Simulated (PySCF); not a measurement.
Species: GeH7OPSi.
Geometry (PBE0-D3(BJ)/def2-SVP, Å), atoms numbered from 1 in this order:
```xyz
11
GeH7OPSi angstrom
Si    -2.0186    0.3096   -0.0891
O     -0.8936   -0.9001   -0.2227
Ge     0.8767   -0.9625   -0.3942
P      1.7079    1.1792   -0.0131
H     -2.1874    1.0452   -1.3804
H     -3.3189   -0.3094    0.2964
H     -1.6144    1.2975    0.9624
H      1.3595   -2.0250    0.6083
H      1.1940   -1.3759   -1.8435
H      3.0457    0.7652   -0.3029
H      1.8546    0.9803    1.3933
```

Linear response at B3LYP/def2-SVPD (PySCF, frozen core in the response, non-relativistic). The B3LYP/def2-SVPD calculation is non-relativistic and has no spin–orbit coupling, an omission that weighs most on germanium.

Static isotropic polarisability: 90.01 au (13.34 Å³), principal values 78.0, 91.2, 100.8 au.

**Question.** What is the polarisability at 1064 nm and at the sodium D line?

**Answer.** 91.06 au at 1064 nm (+1.2 %), 93.57 au at 589.3 nm (+4.0 %). The rise at 589.3 nm is 3.39 times that at 1064 nm; a pure ω² law gives 3.26. The lowest singlet lies at 206 nm, shorter than both wavelengths.

**Question.** What is the isotropic C6 coefficient between two such molecules, C6 = (3/π)∫α(iω)² dω?

**Answer.** 2683 au (Eh·bohr⁶) by a ten-point quadrature over imaginary frequencies, which is 1600 eV·Å⁶ or 155 J·nm⁶/mol.

**Question.** Which effective excitation energy ω̄ makes London's formula C6 = (3/4)α²ω̄ exact here?

**Answer.** ω̄ = 4·C6/(3α²) = 0.442 Eh = 12.0 eV. A one-pole form α(ω) = α/(1 − ω²/ω̄²) fitted to the 1064 nm value gives 10.8 eV. London's choice of the ionisation energy (9.59 eV, ΔSCF at the same level) gives C6 = 2140 au, 20 % too low.

**Question.** What three-body coefficient follows from the one-pole estimate C9 = (3/4)·α·C6?

**Answer.** 181000 au. This is an estimate from the two numbers above, not a computed integral.

**Question.** What n − 1 at the D line would an ideal gas of it have at 273.15 K and 1 atm (2.6868 × 10¹⁹ cm⁻³), by n − 1 = 2π·N·α′?

**Answer.** 23.41 × 10⁻⁴, a formal value whether or not that pressure can be reached.

**Question.** How many electrons N does the Slater–Kirkwood formula C6 = (3/4)·√N·α^(3/2) need to give this C6?

**Answer.** N = (4·C6/3)²/α³ = 17.6; the species has 76 electrons in all.

**Question.** What molar refraction at the D line follows from R = (4π/3)·N_A·α′, with α′ the polarisability volume?

**Answer.** α′ = 13.87 Å³ gives R = 34.98 cm³/mol, for isolated, non-vibrating species.

One conformer stands for the species.
